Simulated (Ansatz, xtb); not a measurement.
# Relaxing a trial structure of C2H4AgAlO

The starting geometry of this gas-phase singlet was built from a drawn formula by distance geometry and a force field; its bonds are those of `O/[C]([Ag])=[CH]\[AlH2]`.

```yaml
atoms:
  - { symbol: C, position_ang: [-1.5328, 0.7596, -0.7077] }
  - { symbol: C, position_ang: [-0.2621, 0.5251, -0.9346] }
  - { symbol: Ag, position_ang: [-1.7748, 2.7424, 0.4069] }
  - { symbol: Al, position_ang: [0.5232, -1.0758, -1.8257] }
  - { symbol: O, position_ang: [-2.4689, -0.1755, -1.1866] }
  - { symbol: H, position_ang: [-3.4621, -0.0128, -0.9961] }
  - { symbol: H, position_ang: [0.5001, 1.2907, -0.5425] }
  - { symbol: H, position_ang: [-0.4986, -2.1685, -2.4015] }
  - { symbol: H, position_ang: [2.0928, -1.2084, -2.0127] }
```

**Question.** Where would you expect an optimisation with r2SCAN-D4/def2-SVP to take it?

**Answer.** It keeps its bonds, and is `O/[C]([Ag])=[CH]\[AlH2]`.

The energy falls by 0.68 eV over 8 steps:

| step | E − E(last) (eV) |
| --- | --- |
| 1 | 0.681 |
| 2 | 0.144 |
| 3 | 0.014 |
| 4 | 0.007 |
| 5 | 0.001 |
| 6 | 0.000 |
| 7 | 0.000 |
| 8 | 0.000 |

Final geometry (Å):

```tsv
atom	x (Å)	y (Å)	z (Å)
C	-1.4915	0.7664	-0.7072
C	-0.1829	0.4967	-0.9359
Ag	-2.0573	2.4864	0.2810
Al	0.4857	-1.0751	-1.8457
O	-2.4608	-0.0834	-1.1208
H	-3.3248	0.2641	-0.8732
H	0.5278	1.2449	-0.5647
H	-0.4464	-2.2271	-2.4211
H	2.0671	-1.1959	-2.0126
```

From the same start GFN2-xTB ends elsewhere, differing in Al4–O5 (2.04 against 3.19 Å here).

No frequencies were run, so the end isn't proven a minimum. Atoms past krypton carry core potentials, without spin–orbit terms. Run with Ansatz 0.2.0, 23 s on 2 threads of Arm Neoverse V2, with other jobs on the host.
